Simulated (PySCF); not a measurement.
Computed shifts of a molecule C5H12Si, PySCF with B3LYP/pcSseg-1, GIAO, gas phase, atoms alike by connectivity averaged where their shifts nearly agree, in ppm (number of nuclei): ¹³C: 33.8 (1), 30.6 (1), 21.2 (1), 13.5 (1), 1.2 (1). ²⁹Si: 5.4 (1). ¹H: 4.72 (1), 2.68 (1), 1.81 (1), 1.50 (1), 1.41 (3), 1.23 (1), 1.07 (1), 0.61 (3). References: ¹³C against TMS (σ = 181.3 ppm); ²⁹Si against TMS (σ = 338.7 ppm); ¹H against TMS (σ = 31.68 ppm), references at their B3LYP-D3(BJ)/def2-TZVP geometries, non-relativistic. Coordinates come from a PBE0-D3(BJ)/def2-SVP optimisation. The values are those of a single conformer.

Question: Which molecule gave these data?
A. C=C(C)C[SiH2]C
B. C=C([SiH3])C(C)C
C. CC[SiH]1CCC1
D. C[C@H]1CC[Si@@H]1C

Answer: D, C[C@H]1CC[Si@@H]1C
